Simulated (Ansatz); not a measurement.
Ansatz (a quantum-chemistry and plane-wave program) input (r2SCAN/def2-TZVPD):

Ansatz 0.2 input:
```yaml
crystal:
  periodic: [false, false, false]
  atoms:
    - {symbol: C, position_ang: [2.34511856, -0.42170586, -0.48687500]}
    - {symbol: C, position_ang: [1.64385616, -0.31529407, 0.85498724]}
    - {symbol: C, position_ang: [0.32019314, -0.07181899, 0.86782079]}
    - {symbol: C, position_ang: [-0.68022660, 0.13160930, -0.26943835]}
    - {symbol: C, position_ang: [-1.32603922, 1.52110479, -0.19735863]}
    - {symbol: C, position_ang: [-1.76861814, -0.94923654, -0.24983614]}
    - {symbol: H, position_ang: [1.74922456, -0.28796447, -1.42268860]}
    - {symbol: H, position_ang: [3.16394648, 0.30901746, -0.53924766]}
    - {symbol: H, position_ang: [2.83501348, -1.40134969, -0.57429745]}
    - {symbol: H, position_ang: [-0.19683913, 0.00596693, 1.84031705]}
    - {symbol: H, position_ang: [-0.15686972, 0.05810829, -1.22769936]}
    - {symbol: H, position_ang: [-2.08378978, 1.67539524, -0.97825868]}
    - {symbol: H, position_ang: [-1.81510679, 1.65927250, 0.77387811]}
    - {symbol: H, position_ang: [-0.56636226, 2.29972970, -0.29268399]}
    - {symbol: H, position_ang: [-2.52674692, -0.79907505, -1.03122811]}
    - {symbol: H, position_ang: [-1.32543283, -1.93841858, -0.38216476]}
    - {symbol: H, position_ang: [-2.28274061, -0.94863425, 0.71827406]}
basis:
  gaussian:
    orbitals: def2-TZVPD
hamiltonian:
  xc: {name: r2SCAN}
total_charge: -1
output: {forces: true}
```

Output:

```
Functional definition: r2SCAN
integrals: 0.29 GiB planned
1605 factors; their error is unknown
0.51 GiB of the device are held for the grids
1.86 GiB of device memory are held for the factors and their scratch space
mean field: 2.21 GiB planned
mean field evaluation 1: about -6384.1685 eV, gradient 7.3e1 eV
mean field evaluation 2: about -6292.3021 eV, gradient 1.6e2 eV
mean field evaluation 4: about -6397.4582 eV, gradient 1.2e1 eV
mean field evaluation 8: about -6397.8506 eV, gradient 3.2e-1 eV
mean field evaluation 16: about -6397.7921 eV, gradient 3.8e-3 eV
mean field -6397.79204855 eV, -235.1145212050 hartree, gradient 8.4e-5 eV, S^2 0.000000; 0 other end points of the search recorded, 0 dependent functions left out
the calculation of the forces begins
reference -6397.79207053 eV, -235.1145220129 hartree; 24, 24 occupied and 297, 297 virtual orbitals, 1605 factors
Total energy: -6397.79207053 eV, -235.1145220129 hartree
Atom 0 at     2.345119    -0.421706    -0.486875 Å, force    -0.004012    -0.000941     0.140884 eV/Å
Atom 1 at     1.643856    -0.315294     0.854987 Å, force     0.099656    -0.016403    -0.167861 eV/Å
Atom 2 at     0.320193    -0.071819     0.867821 Å, force    -0.126267     0.023752    -0.013361 eV/Å
Atom 3 at    -0.680227     0.131609    -0.269438 Å, force    -0.062181     0.010183     0.048107 eV/Å
Atom 4 at    -1.326039     1.521105    -0.197359 Å, force     0.044262    -0.093606     0.006541 eV/Å
Atom 5 at    -1.768618    -0.949237    -0.249836 Å, force     0.073764     0.072204     0.010105 eV/Å
Atom 6 at     1.749225    -0.287964    -1.422689 Å, force    -0.054884     0.010862    -0.037127 eV/Å
Atom 7 at     3.163946     0.309017    -0.539248 Å, force     0.029404    -0.001665     0.005368 eV/Å
Atom 8 at     2.835013    -1.401350    -0.574297 Å, force     0.028630    -0.009743     0.005268 eV/Å
Atom 9 at    -0.196839     0.005967     1.840317 Å, force    -0.026345     0.004074     0.052825 eV/Å
Atom 10 at    -0.156870     0.058108    -1.227699 Å, force     0.047015    -0.006809    -0.079707 eV/Å
Atom 11 at    -2.083790     1.675395    -0.978259 Å, force    -0.032765    -0.006964    -0.035770 eV/Å
Atom 12 at    -1.815107     1.659272     0.773878 Å, force    -0.021005    -0.004012     0.048935 eV/Å
Atom 13 at    -0.566362     2.299730    -0.292684 Å, force     0.032984     0.036201     0.001781 eV/Å
Atom 14 at    -2.526747    -0.799075    -1.031228 Å, force    -0.027995     0.019448    -0.035209 eV/Å
Atom 15 at    -1.325433    -1.938419    -0.382165 Å, force     0.018422    -0.045611     0.000012 eV/Å
Atom 16 at    -2.282741    -0.948634     0.718274 Å, force    -0.018683     0.009030     0.049210 eV/Å
Dipole moment:    -1.172548     0.228233    -0.818511 e Å
```

It need not be the lowest isomer of its formula. Whether it binds its extra electron was not tested at this geometry.
